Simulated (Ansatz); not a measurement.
Ansatz (a first-principles code) input:
A basis named .json is the Basis Set Exchange file of that set.

Ansatz 0.2 input:
```yaml
crystal:
  periodic: [false, false, false]
  atoms:
    - {symbol: C, position_ang: [-1.02567273, -1.13399101, 1.50894221]}
    - {symbol: Si, position_ang: [-0.26326324, -0.30886041, -0.00678346]}
    - {symbol: C, position_ang: [-0.76896495, -1.24733234, -1.56809413]}
    - {symbol: Si, position_ang: [-0.96112055, 1.92087702, -0.08432443]}
    - {symbol: Si, position_ang: [2.07564023, -0.28714967, 0.17656252]}
    - {symbol: H, position_ang: [-2.11612266, -1.11642603, 1.45102256]}
    - {symbol: H, position_ang: [-0.72789781, -0.62795677, 2.42822465]}
    - {symbol: H, position_ang: [-0.70902947, -2.17708798, 1.57702961]}
    - {symbol: H, position_ang: [-0.34370518, -0.78899521, -2.46186853]}
    - {symbol: H, position_ang: [-0.42115602, -2.28229322, -1.51758290]}
    - {symbol: H, position_ang: [-1.85524927, -1.25808476, -1.67697676]}
    - {symbol: H, position_ang: [-0.34634867, 2.72506050, -1.17394120]}
    - {symbol: H, position_ang: [-2.43668636, 2.12023425, -0.11743069]}
    - {symbol: H, position_ang: [2.61765541, -1.67173968, 0.17008732]}
    - {symbol: H, position_ang: [2.68744349, 0.44883332, -0.95882782]}
    - {symbol: H, position_ang: [2.50133236, 0.36825830, 1.43881065]}
basis:
  gaussian:
    orbitals: cc-pV_Q+d_Z.json
    fitting: {mean_field: def2-universal-jkfit, correlation: cc-pVQZ-RIFIT.json}
magnetization: {spin_polarized: true, initial_magnetization: 1}
correlation: {method: mp2, electrons: outside_noble_gas}
```

**Question.** What final total energy does it print?

**Answer.** -949.77084 Eh (RI-MP2/cc-pV(Q+d)Z). The basis has 632 functions.

It need not be the lowest isomer of its formula.
